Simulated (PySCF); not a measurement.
## Radial density of Sc⁺ (scandium, charge +1)

LDA, [Ar] 3d1 4s1, high-spin 3D determinant. All numbers are calculated (PySCF 2.14, the non-relativistic Hamiltonian (point nucleus), in def2-TZVP (6s4p4d1f, 45 functions)).

```
r (bohr)  4πr²ρ (e/bohr)  4πr²(ρα − ρβ)
 0.00103         0.07946         0.0000
 0.00174          0.2189         0.0001
 0.00293          0.5878         0.0003
 0.00492           1.531         0.0008
 0.00828           3.760         0.0019
  0.0139           8.407         0.0042
  0.0234           16.00         0.0075
  0.0394           23.48         0.0089
  0.0663           23.38         0.0032
   0.112           18.21        -0.0009
   0.188           23.80         0.0275
   0.315           22.55         0.0762
   0.531           7.748         0.2700
   0.893           8.922         0.5870
    1.50           4.478         0.5005
    2.53          0.7866         0.5295
    4.25          0.2441         0.2428
    7.14        0.006077         0.0061
```
